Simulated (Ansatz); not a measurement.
Reaction (SMILES): CCCC[C@H](C)Cl [(2S)-2-chlorohexane] → CCCC[C](C)Cl + H atom (the C-H bond at the site shown breaks; other sites are not compared here)
Geometries: B3LYP-D3(BJ)/def2-TZVP minima from Ansatz (a program for electronic structure), one conformer each, not searched for the lowest.

Wanted: bond dissociation energy (electronic energy difference), in kJ/mol. Correlated levels leave the core frozen unless marked. UHF or UKS for open shells. No spin-orbit coupling. No relativistic terms. CBS(X,Y): correlation extrapolated as X^-3; Hartree-Fock from the larger set. The bracket is a focal-point correction in the basis named.

RI-MP2/CBS(cc-pV(T+d)Z,cc-pV(Q+d)Z)+[CCSD(T)-MP2]/cc-pV(T+d)Z (Ansatz) gives 436.1 kJ/mol.

### Question
Another calculation gave 418.4 kJ/mol. Which level was it?
(A) SVWN5/def2-TZVPD (Ansatz)
(B) B97M-V/def2-TZVPD (Ansatz)
(C) BLYP/def2-TZVPD (Ansatz)
(D) wB97M-V/def2-TZVPD (Ansatz)

### Answer
B, B97M-V/def2-TZVPD (Ansatz). The others give 404.8 (BLYP), 429.2 (wB97M-V), 450.0 (SVWN5) kJ/mol.
